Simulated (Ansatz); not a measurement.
Relaxation of ClH$_{3}$Sn (5 atoms, charge 0, multiplicity 1), to a largest force component of 0.03 eV/Å in at most 50 steps.

Theory: RKS r2SCANh-D4/def2-SVP in Ansatz.

```xyz
5
Properties=species:S:1:pos:R:3
Sn -0.787 0.000 0.246
H 1.645 0.000 1.900
Cl 2.714 0.000 1.104
H -0.890 1.263 -0.991
H -0.890 -1.263 -0.991
```

Task: Where does it end, and by what steps?

Result: The run converged. After 7 steps the energy has fallen by 0.235 eV; Cl3 moved furthest, 0.84 Å.

| step | energy less start (eV) | largest force component (eV/Å) | accepted |
| --- | --- | --- | --- |
| 0 | 0.0000 | 1.101 | yes |
| 1 | -0.0489 | 0.832 | yes |
| 2 | -0.0587 | 1.301 | yes |
| 3 | -0.1433 | 0.575 | yes |
| 4 | -0.1985 | 1.014 | yes |
| 5 | -0.2329 | 0.141 | yes |
| 6 | -0.2350 | 0.036 | yes |
| 7 | -0.2351 | 0.008 | yes |

```xyz
5
Properties=species:S:1:pos:R:3
Sn -0.935 0.000 0.291
H 1.918 0.000 2.037
Cl 1.950 0.000 0.749
H -0.570 1.261 -0.904
H -0.570 -1.261 -0.904
```

Whether the end is a true minimum wasn't checked by a vibrational analysis.

Time of the run: 28 s on 1 thread of Arm Neoverse V2 (shared host), peak memory 0.13 GiB.
